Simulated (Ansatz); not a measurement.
Species: C10H12Si, SMILES `C=CC(=C)c1cccc([SiH3])c1` (C–C–C–C torsion 171°, C–C–C–C torsion 126°) (charge 0, multiplicity 1).

Question: Give a relaxed geometry from Ansatz (a program for electronic structure) with B3LYP-D3(BJ)/def2-SVP.

Answer: This is not unique; one that fits is the end point of this relaxation, one of several conformers (outside a Z-matrix the atoms follow the SMILES, hydrogens last).
Cartesian coordinates (Å) in one orientation:
```xyz
23

C      3.259     0.230    -0.345
C      2.797     0.332     0.911
C      1.387     0.321     1.329
C      1.071     0.241     2.638
C      0.311     0.378     0.298
C      0.268     1.416    -0.649
C     -0.767     1.482    -1.581
C     -1.771     0.509    -1.589
C     -1.752    -0.545    -0.661
Si    -3.074    -1.883    -0.683
C     -0.704    -0.590     0.275
H      2.589     0.135    -1.203
H      4.332     0.227    -0.548
H      3.519     0.406     1.732
H      0.032     0.240     2.975
H      1.850     0.183     3.403
H      1.046     2.183    -0.640
H     -0.795     2.302    -2.304
H     -2.576     0.576    -2.326
H     -3.555    -2.164     0.702
H     -4.219    -1.432    -1.525
H     -2.541    -3.159    -1.248
H     -0.656    -1.401     1.008
```
